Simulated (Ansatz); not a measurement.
One change: `[OH][GeH2][SiH3]` becomes `[OH][GeH2][I]`.

Ansatz, PBE0-D4/def2-TZVP geometries, multiplicity 1. Each molecule was computed in one conformer, which needn't be the lowest.

Elements past krypton have def2 core potentials. Scalar relativity is left out up to krypton.

```json
{"property": "HOMO energy (ωB97M-V/def2-TZVPP) / eV", "`[OH][GeH2][SiH3]`": "-9.90"}
{"property": "HOMO–LUMO gap (ωB97M-V/def2-TZVPP) / eV", "`[OH][GeH2][SiH3]`": "11.26"}
{"property": "HOMO energy (B3LYP/def2-TZVPP) / eV", "`[OH][GeH2][SiH3]`": "-7.57"}
{"property": "LUMO energy (B3LYP/def2-TZVPP) / eV", "`[OH][GeH2][SiH3]`": "-0.62"}
{"property": "HOMO–LUMO gap (PBE0/def2-TZVPP) / eV", "`[OH][GeH2][SiH3]`": "7.40"}
{"property": "HOMO energy (PBE0/def2-TZVPP) / eV", "`[OH][GeH2][SiH3]`": "-7.79"}
```

Task: What does the change do to each property? (Estimate.)

Result: Computed: 
| property | `[OH][GeH2][I]` | shift |
| --- | --- | --- |
| HOMO energy (ωB97M-V/def2-TZVPP) / eV | -9.81 | 0.09 |
| HOMO–LUMO gap (ωB97M-V/def2-TZVPP) / eV | 10.74 | -0.52 |
| HOMO energy (B3LYP/def2-TZVPP) / eV | -7.43 | 0.14 |
| LUMO energy (B3LYP/def2-TZVPP) / eV | -1.21 | -0.59 |
| HOMO–LUMO gap (PBE0/def2-TZVPP) / eV | 6.76 | -0.64 |
| HOMO energy (PBE0/def2-TZVPP) / eV | -7.68 | 0.11 |

With PBE0 the HOMO rises by 0.11 eV and the LUMO falls by 0.53 eV, so the gap narrows by about 0.64 eV. PBE moves the HOMO by -0.05 eV and ωB97M-V by 0.09 eV. The zero-point energy changes by -62.0 kJ/mol with -9 modes.

B3LYP here is the variant with VWN-RPA as its local correlation; programs differ in this.

Spin–orbit coupling is left out; it splits and shifts lone-pair levels of the heavy atoms by tenths of an eV.
